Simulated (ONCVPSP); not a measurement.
# calcium: excitation energies, all-electron against ONCV

calcium, optimised norm-conserving Vanderbilt (ONCV), made with ONCVPSP 4.0.1 (PBE, fully relativistic). Core [Ne], reference 3s2 3p6 4s2. Waves: 3s+4s: rc 1.70 bohr, ncon 3, nbas 8, qcut 7.9 1/bohr, 2 projectors; 3p: rc 1.60 bohr, ncon 3, nbas 7, qcut 7.1 1/bohr, 2 projectors, debl 3.5 Ha; d scattering state at 0.42 Ha: rc 1.75 bohr, ncon 5, nbas 8, qcut 5.6 1/bohr, 2 projectors, debl 3.7 Ha; f scattering state at 0.33 Ha: rc 1.90 bohr, ncon 5, nbas 8, qcut 6.3 1/bohr, 1 projector. Local part: polynomial inside 1.15 bohr (lpopt 4, dvloc0 -1 Ha). Core correction: Teter function, fcfact 4.25, rcfact 1.7.

Open shells are filled in proportion to 2j + 1.

In the d channel the program set the typed energies aside and used -0.071, 3.629 Ha (j = l + 1/2; the other j can differ).

Energies are relative to the spin-unpolarised reference configuration 3s2 3p6 4s2; without spin polarisation the order of configurations can differ from experiment.

**Question.** Give the all-electron excitation energy and the error of the potential for: 3s2 3p6 4s1; 3s2 3p6 4s0; 3s2 3p6 4s1.5; 3s2 3p6 4s1 4p1.

**Answer.**

| valence configuration | charge | ΔE all-electron (eV) | error AE − PS (meV) |
| --- | --- | --- | --- |
| 3s2 3p6 4s1 | +1 | 6.309 | 0.0 |
| 3s2 3p6 4s0 | +2 | 18.129 | -0.7 |
| 3s2 3p6 4s1.5 | +0.5 | 2.504 | 0.0 |
| 3s2 3p6 4s1 4p1 | 0 | 2.422 | +0.2 |
